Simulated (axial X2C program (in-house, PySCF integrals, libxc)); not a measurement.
## ZrTe⁺: properties at the nuclei

Calculated with an axial X2C code built on PySCF integrals: two-component X2C with atomic mean-field Coulomb and Gaunt terms, Gaussian nuclei, basis Te dyall-cv3z, Zr dyall-cv3z with contracted cores.

R = 2.512 Å (near the PBE0 minimum at charge 1 of the determinant lowest at the starting distance; the state shown can have its own minimum elsewhere).

Determinant lowest in the PBE0 search, Ω = 3/2 (⟨Sz⟩ = -0.50, ⟨Lz⟩ = 2.00 at PBE0), spin on the atoms Te 0.22, Zr -0.73:

| level | Eeff magnitude (GV/cm) | Ws magnitude Te (kHz) | Ws magnitude Zr (kHz) | A∥/gI Te (MHz) | qzz Te (a.u.) | A∥/gI Zr (MHz) | qzz Zr (a.u.) |
| --- | --- | --- | --- | --- | --- | --- | --- |
| PBE0 | 0.242 | 0.165 | 0.0176 | -89.4 | -2.75 | 482 | -0.18 |
| HF | 1.92 | 0.512 | 0.319 | -314 | -5.41 | 471 | -0.24 |
| BHandHLYP | 0.161 | 0.146 | 0.0137 | -70.8 | -2.86 | 490 | 0.02 |
| PBE50 | 0.702 | 0.347 | 0.014 | -117 | -3.41 | 479 | -0.03 |
| B3LYP | 0.0347 | 0.0487 | 0.026 | -49.8 | -2.43 | 477 | -0.26 |

Determinant 0.08 eV from it at PBE0 and this distance, Ω = 5/2 (⟨Sz⟩ = 0.50, ⟨Lz⟩ = 2.00 at PBE0), spin on the atoms Te -0.23, Zr 0.73:

```json
{"level": "PBE0", "Eeff magnitude (GV/cm)": "0.337", "Ws magnitude Te (kHz)": "0.119", "A∥/gI Te (MHz)": "29.6", "qzz Te (a.u.)": "-2.77", "A∥/gI Zr (MHz)": "81", "qzz Zr (a.u.)": "-0.23"}
{"level": "HF", "Eeff magnitude (GV/cm)": "3.23", "Ws magnitude Te (kHz)": "0.747", "A∥/gI Te (MHz)": "-141", "qzz Te (a.u.)": "-5.26", "A∥/gI Zr (MHz)": "59.9", "qzz Zr (a.u.)": "-0.20"}
{"level": "BHandHLYP", "Eeff magnitude (GV/cm)": "0.451", "Ws magnitude Te (kHz)": "0.153", "A∥/gI Te (MHz)": "-32.9", "qzz Te (a.u.)": "-2.99", "A∥/gI Zr (MHz)": "73", "qzz Zr (a.u.)": "-0.04"}
{"level": "PBE50", "Eeff magnitude (GV/cm)": "0.965", "Ws magnitude Te (kHz)": "0.269", "A∥/gI Te (MHz)": "-7.9", "qzz Te (a.u.)": "-3.46", "A∥/gI Zr (MHz)": "80.4", "qzz Zr (a.u.)": "-0.09"}
{"level": "B3LYP", "Eeff magnitude (GV/cm)": "0.0389", "Ws magnitude Te (kHz)": "0.0435", "A∥/gI Te (MHz)": "12.8", "qzz Te (a.u.)": "-2.45", "A∥/gI Zr (MHz)": "83.2", "qzz Zr (a.u.)": "-0.30"}
```

Eeff is the effective electric field on the electron electric dipole moment in this Ω state and Ws the scalar–pseudoscalar constant of the nucleus named (defined with the proton number Z and per Ω); A∥ (defined per Ω) follows by multiplying with gI = μI/(I μN); qzz is the electric field gradient, eQq0 = 234.96 MHz × Q/barn × qzz. The operators were transformed with the bare-nucleus X2C matrices; with these basis sets, hyperfine constants and field gradients can be off by tens of per cent, and where levels differ in sign neither size nor sign is settled.

(1) With gI(91Zr) = -0.5214 (g factors from the IAEA table of nuclear moments by Stone), turn the PBE0 values of the first state into constants in MHz.

Each state is one determinant with collinear spin. Unrestricted Hartree–Fock can overshoot spin polarisation at the nuclei. In the state Ω = 3/2 the sign of Eeff differs between levels (B3LYP against PBE0). Where Eeff spreads by more than a factor of two the levels disagree and none is to be relied on. At HF a later determinant lies lower. States lie within half an eV, so the first need not be the ground state. The sign of Ws at Zr differs between levels in the first state. The sign of Ws at Zr differs between levels in the second state. Further determinants of the search, some of them spin-mixed, are not shown. Where a field gradient or hyperfine factor spreads by more than a factor of two over the levels, a constant derived from it is not to be relied on. PBE0 term energies can be off by some tenths of an eV.

## Answers

(1) A∥(91Zr) = 482 × -0.5214 = -251 MHz.
